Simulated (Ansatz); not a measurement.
Species: C₄H₁₀Se₂, net charge 0, singlet state. 
Coordinates optimised at B3LYP-D3(BJ)/def2-TZVP (Ansatz, a program for electronic structure):
```xyz
16

C     -3.2898     1.0935    -0.2967
C     -1.8264     0.9364    -0.6722
Se    -1.2376    -0.9256    -0.3751
C      0.6692    -0.6260    -0.6737
Se     1.5036     0.3232     0.8368
C      3.1798     0.8060    -0.0702
H     -3.4531     0.8681     0.7581
H     -3.6151     2.1206    -0.4765
H     -3.9288     0.4345    -0.8872
H     -1.6574     1.1689    -1.7230
H     -1.1831     1.5676    -0.0619
H      0.8073    -0.0435    -1.5820
H      1.1239    -1.6057    -0.7932
H      3.7685     1.3782     0.6441
H      3.7271    -0.0890    -0.3569
H      2.9701     1.4214    -0.9426
```

Quantity: atomisation energy (electronic, to ground-state atoms), in eV. Correlated levels leave the core frozen unless marked. UHF or UKS for open shells. No spin-orbit coupling. The frozen core is the preceding noble-gas configuration, with the filled d and f shells of earlier blocks. No relativistic terms. The coupled-cluster limit lacks core correlation, which all-electron functionals hold. Basis-set limits of correlation are two-point, X^-3; Hartree-Fock from the larger set. The bracket is a focal-point correction in the basis named.

```json
[
 {"level": "HF/cc-pVDZ", "program": "Ansatz", "atomisation energy (eV)": "42.92", "minus last row": "-16.79"},
 {"level": "revPBE/def2-TZVPD", "program": "Ansatz", "atomisation energy (eV)": "58.52", "minus last row": "-1.19"},
 {"level": "r2SCAN-D4/def2-TZVPD", "program": "Ansatz + dftd4", "atomisation energy (eV)": "59.94", "minus last row": "0.23"},
 {"level": "PBE0/6-31G*", "program": "Ansatz", "atomisation energy (eV)": "59.87", "minus last row": "0.16"},
 {"level": "PBE0/def2-TZVP", "program": "Ansatz", "atomisation energy (eV)": "59.79", "minus last row": "0.08"},
 {"level": "BHLYP/def2-TZVPD", "program": "Ansatz", "atomisation energy (eV)": "57.74", "minus last row": "-1.97"},
 {"level": "r2SCAN0-D4/def2-TZVPD", "program": "Ansatz + dftd4", "atomisation energy (eV)": "59.26", "minus last row": "-0.45"},
 {"level": "MP2/6-31G*", "program": "Ansatz", "atomisation energy (eV)": "54.47", "minus last row": "-5.24"},
 {"level": "RI-MP2/cc-pVTZ", "program": "Ansatz", "atomisation energy (eV)": "58.73", "minus last row": "-0.98"},
 {"level": "SCS-MP2/6-31G", "program": "Ansatz", "atomisation energy (eV)": "51.23", "minus last row": "-8.48"},
 {"level": "CCSD/6-31G", "program": "Ansatz", "atomisation energy (eV)": "51.22", "minus last row": "-8.49"},
 {"level": "CCSD/cc-pVDZ", "program": "Ansatz", "atomisation energy (eV)": "54.57", "minus last row": "-5.14"},
 {"level": "CCSD/aug-cc-pVTZ", "program": "Ansatz", "atomisation energy (eV)": "57.72", "minus last row": "-1.99"},
 {"level": "RI-MP2/CBS(aug-cc-pVTZ,aug-cc-pVQZ)+[CCSD(T)-MP2]/aug-cc-pVTZ", "program": "Ansatz", "atomisation energy (eV)": "59.78", "minus last row": "0.07"},
 {"level": "CCSD(T)/CBS(cc-pVTZ,cc-pVQZ)", "program": "Ansatz", "atomisation energy (eV)": "59.71", "minus last row": "0.00"}
]
```
